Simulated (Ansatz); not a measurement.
A structure relaxed at r2SCAN-D4/def2-SVP in Ansatz, charge 0, singlet:

```xyz
8

Al   -0.803    1.556    1.694
Al    0.199    2.672   -0.481
Cu   -1.071    0.450   -0.522
Cu    0.801   -0.386   -1.726
Cu   -0.608   -0.978    1.339
Cu    1.235   -1.884    0.094
Cu    1.088    0.480    0.477
Cu   -0.841   -1.911   -0.873
```

(1) Give its formula and point group.

(2) Summarise the bond lengths by kind (pairs closer than 1.2 times the sum of covalent radii, bridged metal pairs left out).

## Answers

(1) Al₂Cu₆. Point group Cs (tolerance 0.1 Å).

(2) 12 × Cu–Cu 2.29 to 2.41 Å; 5 × Al–Cu 2.49 to 2.57 Å; 1 × Al–Al 2.64 Å.

Another isomer (singlet) lies 1.21 eV lower at PBE0-D4/def2-TZVP; other spin states weren't run for this one.
